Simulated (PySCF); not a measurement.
CHOS, charge +2, quartet, at a GFN2-xTB geometry of the parent state (a state made from the parent by changing its charge; the spin is typed, not shown lowest); MP2/3-21G (PySCF).

PySCF was given this input:
```python
from pyscf import gto, scf, mp

mol = gto.Mole()
mol.atom = '''
    O    -1.55944818   -0.23917576    0.38088567
    C    -0.38452733   -0.02032705    0.12187927
    S     1.05737168    0.10896489   -0.29674929
    H    -2.13519739    0.29193014    0.96962766
'''
mol.basis = '3-21g'
mol.charge = 2
mol.spin = 3
mol.verbose = 4
mol.build()

mf = scf.UHF(mol)
mf.kernel()

pt = mp.MP2(mf)
pt.kernel()
print('E(MP2) = %.10f' % pt.e_tot)
```

What the program printed (banner, timings and long lists left out):

```
PySCF version 2.14.0

[INPUT] verbose = 4
[INPUT] num. atoms = 4
[INPUT] num. electrons = 29
[INPUT] charge = 2
[INPUT] spin (= nelec alpha-beta = 2S) = 3
[INPUT] symmetry False subgroup None
[INPUT] Mole.unit = angstrom
[INPUT] Symbol           X                Y                Z      unit          X                Y                Z       unit  Magmom
[INPUT]  1 O     -1.559448180000  -0.239175760000   0.380885670000 AA   -2.946929965651  -0.451976682035   0.719769601071 Bohr   0.0
[INPUT]  2 C     -0.384527330000  -0.020327050000   0.121879270000 AA   -0.726651341110  -0.038412557420   0.230318440562 Bohr   0.0
[INPUT]  3 S      1.057371680000   0.108964890000  -0.296749290000 AA    1.998142887071   0.205913799293  -0.560774885759 Bohr   0.0
[INPUT]  4 H     -2.135197390000   0.291930140000   0.969627660000 AA   -4.034938288986   0.551668012106   1.832330720203 Bohr   0.0

nuclear repulsion = 87.7275286753697
number of shells = 19
number of NR pGTOs = 60
number of NR cGTOs = 33
basis = 3-21g
ecp = {}

******** <class 'pyscf.scf.uhf.UHF'> ********
method = UHF
initial guess = minao
damping factor = 0
level_shift factor = 0
DIIS = <class 'pyscf.scf.diis.CDIIS'>
diis_start_cycle = 1
diis_space = 8
diis_damp = 0
SCF conv_tol = 1e-09
SCF conv_tol_grad = None
SCF max_cycles = 50
direct_scf = True
direct_scf_tol = 1e-13
number electrons alpha = 16  beta = 13
Set gradient conv threshold to 3.16228e-05
init E= -508.6538371469

cycle= 1 E= -506.903447877852  delta_E= 1.75  |g|= 0.525  |ddm|= 1.99
cycle= 2 E= -507.078652171501  delta_E= -0.175  |g|= 0.218  |ddm|=  1.1
cycle= 3 E= -507.100341982986  delta_E= -0.0217  |g|= 0.104  |ddm|= 0.22
cycle= 4 E= -507.1051545949  delta_E= -0.00481  |g|= 0.0262  |ddm|= 0.107
cycle= 5 E= -507.106343901054  delta_E= -0.00119  |g|= 0.0123  |ddm|= 0.0806
cycle= 6 E= -507.106775119373  delta_E= -0.000431  |g|= 0.00795  |ddm|= 0.0414
cycle= 7 E= -507.107030854325  delta_E= -0.000256  |g|= 0.00591  |ddm|= 0.0284
cycle= 8 E= -507.107256101901  delta_E= -0.000225  |g|= 0.00463  |ddm|= 0.0279
cycle= 9 E= -507.107459446891  delta_E= -0.000203  |g|= 0.00318  |ddm|= 0.0342
cycle= 10 E= -507.107565329618  delta_E= -0.000106  |g|= 0.00145  |ddm|= 0.0331
cycle= 11 E= -507.107578494931  delta_E= -1.32e-05  |g|= 0.00041  |ddm|= 0.0122
cycle= 12 E= -507.107579008599  delta_E= -5.14e-07  |g|= 0.000104  |ddm|= 0.00289
cycle= 13 E= -507.107579034005  delta_E= -2.54e-08  |g|= 3.21e-05  |ddm|= 0.000665
cycle= 14 E= -507.107579037053  delta_E= -3.05e-09  |g|= 1.29e-05  |ddm|= 0.000248
cycle= 15 E= -507.107579037477  delta_E= -4.24e-10  |g|= 5.43e-06  |ddm|= 8.41e-05
Extra cycle  E= -507.107579037536  delta_E= -5.83e-11  |g|= 3.85e-06  |ddm|= 1.12e-05
converged SCF energy = -507.107579037536  <S^2> = 3.8314763  2S+1 = 4.0405328

******** <class 'pyscf.mp.ump2.UMP2'> ********
nocc = (np.int64(16), np.int64(13)), nmo = (33, 33)
E(UMP2) = -507.33123109191  E_corr = -0.223652054374476
E(SCS-UMP2) = -507.323290210744  E_corr = -0.215711173208243
E_corr(same-spin) = -0.0607745677397629
E_corr(oppo-spin) = -0.162877486634713
E(MP2) = -507.3312310919
```
